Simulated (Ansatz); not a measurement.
`C=CCS(C)(=O)=O`: the same geometry under several functionals.

```yaml
crystal:
  periodic: [false, false, false]
  atoms:
    - {symbol: C, position_ang: [-2.007398, 1.070063, 0.271045]}
    - {symbol: C, position_ang: [-0.824772, 0.890109, 0.842227]}
    - {symbol: C, position_ang: [-0.187800, -0.440328, 1.022930]}
    - {symbol: S, position_ang: [1.376268, -0.587964, 0.160802]}
    - {symbol: C, position_ang: [0.939524, -0.460174, -1.548575]}
    - {symbol: O, position_ang: [2.175060, 0.557663, 0.502557]}
    - {symbol: O, position_ang: [1.875099, -1.913995, 0.400510]}
    - {symbol: H, position_ang: [-2.595895, 0.234890, -0.096214]}
    - {symbol: H, position_ang: [-2.434874, 2.059474, 0.161454]}
    - {symbol: H, position_ang: [-0.253120, 1.740403, 1.202042]}
    - {symbol: H, position_ang: [-0.820195, -1.266520, 0.692668]}
    - {symbol: H, position_ang: [0.106095, -0.620938, 2.062402]}
    - {symbol: H, position_ang: [0.444740, 0.493181, -1.726059]}
    - {symbol: H, position_ang: [1.882589, -0.507139, -2.093659]}
    - {symbol: H, position_ang: [0.302782, -1.299326, -1.824831]}
basis:
  gaussian: {orbitals: def2-TZVPP}
hamiltonian: {xc: lda}
output: {orbitals: {seedname: orbitals}}
```

```sh
$ ansatz run in.yaml --threads 2 --pin off --events-out ev --progress --plain --max-ram 32768MiB --backend cuda --devices 0, --max-vram 18GiB
```

Shortened log:

```
Functional definition: SPW92
1778 factors; their error is unknown
mean field evaluation 1: about -19081.1752 eV, gradient 1.1e2 eV
mean field evaluation 2: about -19036.7609 eV, gradient 1.9e2 eV
mean field evaluation 4: about -19104.2542 eV, gradient 1.6e1 eV
mean field evaluation 8: about -19104.7878 eV, gradient 2.0e-1 eV
mean field evaluation 16: about -19104.7525 eV, gradient 1.5e-2 eV
mean field -19104.75247349 eV, -702.0867037343 hartree, gradient 4.8e-5 eV, S^2 0.000000; 0 other end points of the search recorded, 0 dependent functions left out
reference -19104.75251416 eV, -702.0867052290 hartree; 32, 32 occupied and 308, 308 virtual orbitals, 1778 factors
Total energy: -19104.75251416 eV, -702.0867052290 hartree
```

It took 8.5 s on 2 threads of an AMD EPYC 7R13 on a shared host and a share of an NVIDIA H100 80 GB, with 0.84 GiB of host memory at the peak.

Changing it to `hamiltonian: {xc: {name: wB97X-V}}` (abridged; 13 s):

```
Functional definition: wB97X-V
mean field evaluation 16: about -19206.5759 eV, gradient 1.9e-4 eV
mean field -19206.57592018 eV, -705.8286463820 hartree, gradient 2.5e-5 eV, S^2 0.000000
Total energy: -19206.57591810 eV, -705.8286463053 hartree
```

With the line `hamiltonian: {xc: {name: PBE-QIDH}}` (abridged; 11 s):

```
Functional definition: PBE-QIDH
mean field evaluation 16: about -19180.3660 eV, gradient 8.8e-4 eV
mean field -19180.36598590 eV, -704.8654490629 hartree, gradient 3.8e-6 eV, S^2 0.000000
11 core orbitals not correlated: weight in the atoms' cores, before any rotation towards them, 1.000 or more for the frozen orbitals, at most 0.000 for the correlated occupied ones
second order -40.99575398 eV of doubles, -0.00000000 eV of singles
Total energy: -19194.03125011 eV, -705.3676382598 hartree
```

The same input with `hamiltonian: {xc: {name: BHLYP}, dispersion: d4}` (abridged; 10 s):

```
Functional definition: BHLYP
mean field evaluation 16: about -19205.7722 eV, gradient 3.1e-4 eV
mean field -19205.77222339 eV, -705.7991110698 hartree, gradient 7.9e-5 eV, S^2 0.000000
Total energy: -19206.21704991 eV, -705.8154581427 hartree
```

The same input with `hamiltonian: {xc: {name: r2SCANh}, dispersion: d4}` (abridged; 15 s):

```
Functional definition: r2SCANh
mean field evaluation 16: about -19205.1563 eV, gradient 1.6e-3 eV
mean field -19205.15634824 eV, -705.7764780752 hartree, gradient 5.1e-5 eV, S^2 0.000000
Total energy: -19205.26309419 eV, -705.7804009166 hartree
```

With the line `hamiltonian: {xc: {name: LC-wPBE}}` (abridged; 10 s):

```
Functional definition: LC-wPBE
mean field evaluation 16: about -19202.5407 eV, gradient 1.4e-4 eV
mean field -19202.54072902 eV, -705.6803558418 hartree, gradient 3.9e-5 eV, S^2 0.000000
Total energy: -19202.54072902 eV, -705.6803558420 hartree
```
